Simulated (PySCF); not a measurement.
**CaSn: energy against distance**

Set-up: basis Ca def2-SVPD, Sn def2-SVPD with ECP28; scalar-relativistic core potentials; PySCF 2.14. Energies in eV from Ca + Sn in their ground configurations at the same level. All curves are PBE0. state 1: Ms = 1 determinant of mixed spin (⟨S²⟩ near 2.4), unpaired electrons π ↑↑; state 2: Ms = 0 determinant of mixed spin (⟨S²⟩ near 1.1), unpaired electrons π ↑↓, a mixture of terms (⟨Lz²⟩ = 2.0), a second solution, started from another occupation; state 3: ³Π (triplet), unpaired electrons σ ↑, π ↑, a second solution, started from another occupation; state 4: Ms = 0 determinant of mixed spin (⟨S²⟩ near 1.0), unpaired electrons σ ↓, π ↑, a second solution, started from another occupation.

| R (Å) | state 1 | state 2 | state 3 | state 4 |
| --- | --- | --- | --- | --- |
| 2.595 | -0.868 | -0.537 | 0.5570 | 0.6038 |
| 2.715 | -1.161 | -0.829 | 0.0671 | 0.1126 |
| 2.836 | -1.320 | -0.985 | -0.2610 | -0.2146 |
| 2.926 | -1.375 | -1.036 | -0.4267 | -0.3783 |
| 3.017 | -1.389 | -1.047 | -0.5392 | -0.4877 |
| 3.107 | -1.373 | -1.026 | -0.6098 | -0.5541 |
| 3.228 | -1.318 | -0.966 | -0.6545 | -0.5915 |
| 3.379 | -1.214 | -0.857 | -0.6545 | -0.5794 |
| 3.560 | -1.064 | -0.705 | -0.6045 | -0.5107 |
| 3.801 | -0.856 | -0.502 | -0.4994 | -0.3742 |

Task: Put a parabola through the three lowest points of the state 1 curve and estimate Re, k and ωe (reduced mass 29.97 u; 1 eV/Å² = 0.16022 mdyn/Å; ωe = 1302.8·√(k/μ) cm⁻¹).

Result: Through R = 2.926, 3.017, 3.107 Å the second-order coefficient is 1.83 eV/Å², so Re ≈ 3.013 Å, k ≈ 0.587 mdyn/Å and ωe ≈ 182 cm⁻¹. A polynomial fit of higher order to the unrounded PBE0 energies gives Re = 3.009 Å, k = 0.608 mdyn/Å, ωe = 186 cm⁻¹; anharmonicity and rounding make the difference.

The higher-order fit for each curve: state 1: Re = 3.009 Å, ωe = 186 cm⁻¹, De = 1.39 eV; state 2: Re = 2.998 Å, ωe = 190 cm⁻¹, minimum 1.05 eV below the ground-state fragments; state 3: Re = 3.301 Å, ωe = 142 cm⁻¹, minimum 0.66 eV below the ground-state fragments; state 4: Re = 3.268 Å, ωe = 154 cm⁻¹, minimum 0.59 eV below the ground-state fragments.

Closed-shell solutions of metal pairs were not tested for spin polarisation, which can lower them a little. These are scalar-relativistic numbers at best; spin–orbit coupling would shift them, the dissociation energy most. The state was picked by a PBE0 search and need not be the measured ground state.
